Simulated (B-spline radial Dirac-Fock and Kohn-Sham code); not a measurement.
# EELS cross sections of the Pt N1 (4s) edge

System: atomic platinum, configuration [Xe] 4f14 5d9 6s1. These are calculated numbers from a B-spline atomic structure program; the model is the first Born approximation with generalised oscillator strengths from a Dirac-Hartree-Slater potential (longitudinal and transverse terms; continuum final states only, so no white lines or fine structure). The edge is taken at 725.4 eV (tabulated value).

Input file task.json (cfg lists n, l and occupation; rrms is the nuclear radius in fm):

```json
{"items": [{
  "Z": 78,
  "q": 0,
  "cfg": [[1, 0, 2], [2, 0, 2], [2, 1, 6], [3, 0, 2], [3, 1, 6], [3, 2, 10], [4, 0, 2], [4, 1, 6], [4, 2, 10], [4, 3, 14], [5, 0, 2], [5, 1, 6], [5, 2, 9], [6, 0, 1]],
  "A": 195,
  "rrms": 5.427,
  "do": "eels",
  "beams": [[60, 5], [60, 20], [60, 50], [80, 5], [80, 10], [80, 100], [100, 50], [120, 5], [120, 10], [200, 5], [200, 10], [200, 100], [300, 5], [300, 20]],
  "edges": {"N1": 725.4}
}]}
```

Launch: `python xray2_run.py task.json out`

Partial cross sections σ(β, Δ) in barn, integrated over a window Δ above the edge and up to the collection semi-angle β, for parallel illumination:

```
E₀ (kV)  β (mrad)  Δ = 25 eV  Δ = 50 eV  Δ = 100 eV  Δ = 200 eV  Δ = 300 eV
     60         5       10.5       19.4        34.9        57.5        72.8
     60        20       52.6       98.8         182         316         415
     60        50       87.8        167         314         562         759
     80         5       12.7       23.5        42.3        70.4        89.6
     80        10       29.3       54.6        99.8         170         221
     80       100        106        205         386         700         974
    100        50       72.3        138         259         467         637
    120         5       15.6       29.0        52.6        88.6         114
    120        10       30.3       56.8         105         180         236
    200         5          ?          ?           ?           ?           ?
    200        10       30.4       57.1         106         185         244
    200       100       67.1        131         251         461         645
    300         5       20.7       38.8        71.4         124         163
    300        20       39.4       74.8         141         251         340
```

Task: Give the row for 200 kV and 5 mrad.

Result: 18.6 b for 25 eV, 34.8 b for 50 eV, 63.7 b for 100 eV, 109 b for 200 eV, 142 b for 300 eV.
